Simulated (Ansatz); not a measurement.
C₂H₅FZn, SMILES `C[CH2][Zn][F]`. Total charge 0; spin multiplicity 1. Correlated methods include outer-core shells of Zn, which these sets cover unevenly. Scalar relativity is left out up to krypton.

```xyz
9

C     0.611   -0.977    0.047
C    -0.541   -0.020    0.342
Zn   -0.405    1.713   -0.493
F    -0.285    3.292   -1.253
H     1.572   -0.579    0.383
H     0.465   -1.936    0.553
H     0.706   -1.188   -1.021
H    -1.492   -0.455    0.023
H    -0.632    0.151    1.419
```

Give the diagnostics of a CCSD(T)/def2-TZVPP run (frozen core, the Gaussian-basis code of Ansatz). (Estimate.)

Ansatz gave: T1 = 0.0146, largest single amplitude 0.033, largest double 0.027, (T) share of the correlation energy 2.8 %, 12 CCSD cycles. The RHF solution is stable towards an unrestricted one. T1 lies under the customary mark of 0.02 for closed shells.
